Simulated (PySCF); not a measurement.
W(O)2(OH)2 anion (H2O4W), SMILES [O]=[W](=[O])([OH])[OH] (connectivity only; charge and spin as stated), charge -1, multiplicity 2. Atoms are numbered in the order given.

```xyz
7

W      0.0000     0.0000     0.1050
O      1.4541     0.0000     1.0734
O     -1.4541     0.0000     1.0734
O      0.0000     1.2883    -1.4170
H      0.0000     2.2056    -1.1374
O      0.0000    -1.2883    -1.4170
H      0.0000    -2.2056    -1.1374
```
Charge -1, spin multiplicity 2.

Geometry optimised at PBE0-D3(BJ)/def2-SVPD. The multiplicity is an assumed one; other spin states were not compared. The isomer is the one that the SMILES or the coordinates give; other isomers of the formula were not compared. The def2 effective core potentials stand for the cores of W; spin–orbit coupling is left out. Other conformers were not sampled.

All values below come from r2SCAN/def2-SVPD (PySCF).

Mulliken values depend strongly on the basis, most of all with diffuse functions as here. ESP charges are fitted to the potential on shells at 1.4 to 2.0 van der Waals radii. Atomic charges (e):

```
atom  ESP fit  Mulliken  Mulliken spin
----  -------  --------  -------------
W1       1.13      1.81           1.08
O2      -0.69     -0.82          -0.04
O3      -0.69     -0.82          -0.04
O4      -0.69     -0.68           0.03
H5       0.31      0.10          -0.02
O6      -0.69     -0.68           0.03
H7       0.31      0.10          -0.02
```
